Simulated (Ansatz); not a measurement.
Energy needed to pull apart AlHBrF (SMILES [F][AlH][Br]), closed shell, into free ground-state atoms, from the structure below (displaced at random from a GFN2-xTB minimum); no zero-point or spin–orbit terms; open-shell atoms are treated unrestricted, in their ground-state multiplicity.

F1  (0.843, -0.782, 1.341)
Al2  (0.021, -0.030, 0.043)
Br3  (-1.645, -0.844, -1.231)
H4  (0.824, 1.264, -0.198)
(Å)

Program: Ansatz 0.2.0. Basis: def2-TZVPP. Cores are frozen in the correlated methods. Filled d shells of the heavier atoms are correlated. The def2 sets are not built for correlating such inner shells, so the correlated values are less sure here.

```csv
method,atomization energy (eV)
PBE-D4,?
r2SCAN-D4,13.11
PBE0-D4,12.73
HSE06-D4,12.74
wB97X-V,13.01
wB97M-V,12.96
HF,9.90
MP2,?
CCSD,12.53
CCSD(T),12.73
```

Question: What does PBE-D4 give? (Judge from chemistry; the value comes from the calculation.)

Answer: The calculation gives: 12.99 eV, which is about 0.26 eV more than CCSD(T)/def2-TZVPP.

Question: What does MP2 give? (Judge from chemistry; the value comes from the calculation.)

Answer: By the calculation: 13.26 eV, which is about 0.52 eV more than CCSD(T)/def2-TZVPP.

In triple zeta the MP2 and coupled-cluster atomization energies are still short of their basis limit by a few kcal/mol a bond, whereas those of the functionals are nearly converged, so these differences are not deviations from converged CCSD(T).

T1 diagnostic: at most 0.010.

For scale, one of the runs: CCSD(T)/def2-TZVPP forces, 135 basis functions (an equivalent command: `ansatz run in.yaml --threads 4`). Hardware: 4 CPU threads, shared host. Wall time 47 s; peak host memory 1.2 GiB.
